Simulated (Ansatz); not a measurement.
**Ligand exchange: C2H3Br + GeH(CH3)2(SiH3) → C2H6Si + GeH(CH3)2Br**

Gas-phase species: C2H3Br (vinyl bromide) `C=CBr`, singlet; GeH(CH3)2(SiH3), singlet; C2H6Si (vinylsilane) `C=C[SiH3]`, singlet; GeH(CH3)2Br, singlet. The partners trade Br for SiH3: C–Br and Ge–SiH3 bonds give way to C–SiH3 and Ge–Br.

Shapes, held fixed at every level: PBE0-D4/def2-TZVP. Programs: Ansatz 0.2.0. Electronic energies: no zero-point or thermal term.

```json
{"level": "B3LYP-D4/def2-TZVPP", "kind": "global hybrid", "ΔE (kJ/mol)": "-130.3", "less CCSD(T)/def2-TZVPP": "+0.4"}
{"level": "PBE0-D4/def2-TZVPP", "kind": "global hybrid", "ΔE (kJ/mol)": "-125.2", "less CCSD(T)/def2-TZVPP": "+5.5"}
{"level": "wB97M-V/def2-TZVPP", "kind": "range-separated hybrid", "ΔE (kJ/mol)": "-136.8", "less CCSD(T)/def2-TZVPP": "-6.1"}
{"level": "wB97X-V/def2-TZVPP", "kind": "range-separated hybrid", "ΔE (kJ/mol)": "-133.6", "less CCSD(T)/def2-TZVPP": "-2.9"}
{"level": "B2PLYP/def2-TZVPP", "kind": "double hybrid", "ΔE (kJ/mol)": "-134.2", "less CCSD(T)/def2-TZVPP": "-3.5"}
{"level": "CCSD/def2-TZVPP", "kind": "coupled cluster or CI", "ΔE (kJ/mol)": "-134.3", "less CCSD(T)/def2-TZVPP": "-3.6"}
{"level": "CCSD(T)/def2-TZVPP", "kind": "coupled cluster or CI", "ΔE (kJ/mol)": "-130.7", "less CCSD(T)/def2-TZVPP": "0.0"}
```

The highest level, CCSD(T)/def2-TZVPP, gives ΔE = -130.7 kJ/mol; the levels span -136.8 to -125.2. The column of differences is taken from that level and isn't an error. No measured value is set beside it here. Relativity is left out for Br, Ge. Outer-core shells of Br, Ge are correlated, in sets that cover them unevenly.
